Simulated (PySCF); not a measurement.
# Excitation energy of Cu⁺ by level of theory

Cu⁺ [Ar] 3d10 (1S) → Cu⁺ [Ar] 3d9 4p1 (high-spin determinant), as a difference of total energies. Calculation: PySCF 2.14, in aug-cc-pwCVDZ-PP with ECP10MDF (6s6p5d3f, 70 functions); scalar relativity through the core potential. Correlated levels: valence: 3s2 3p6 frozen. The calculations carry no spin-orbit coupling.

| method | excitation energy (eV) |
| --- | --- |
| UHF | 5.911 |
| MP2 (valence) | 9.042 |
| SCS-MP2 (valence) | 8.717 |
| CCSD (valence) | 8.017 |
| CCSD(T) (valence) | 8.194 |

Q: How much does correlation contribute at CCSD(T) (valence)?

A: 8.194 − (5.911) = 2.283 eV, measured against UHF.

The determinant of the upper state mixes LS terms, which raises its energy above the lowest term, most at the Hartree-Fock and MP2 levels.
